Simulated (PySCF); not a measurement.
Computed IR spectrum (relative IR intensity) of a molecule C3H7FOSi. Coordinates come from a PBE-D3(BJ)/def2-SVP optimisation. One conformer was computed; it need not be the lowest. Calculation: PBE-D3(BJ)/def2-SVP (PySCF 2.14.0). Frequencies are harmonic and unscaled.

Lines under 2 % of the strongest are left out, and lines within 2 cm⁻¹ are merged.

```tsv
ν (cm⁻¹)	relative intensity
228	24
243	7.5
272	23
352	29
405	4.6
571	8.5
696	67
712	9.9
777	60
798	20
823	2.3
883	12
895	100
920	2.5
934	92
986	4.0
1009	11
1132	33
1166	13
1356	4.1
1385	2.9
1665	11
2181	79
2981	3.2
3069	6.1
3077	2.3
3173	4.4
3768	44
```

Identify the compound among the candidates.
(A) C[C@@H](C=O)[SiH2]F
(B) CO/C(F)=C/[SiH3]
(C) F[C@@H]1CCO[SiH2]1
(D) C=CC[Si@H](O)F

D, C=CC[Si@H](O)F
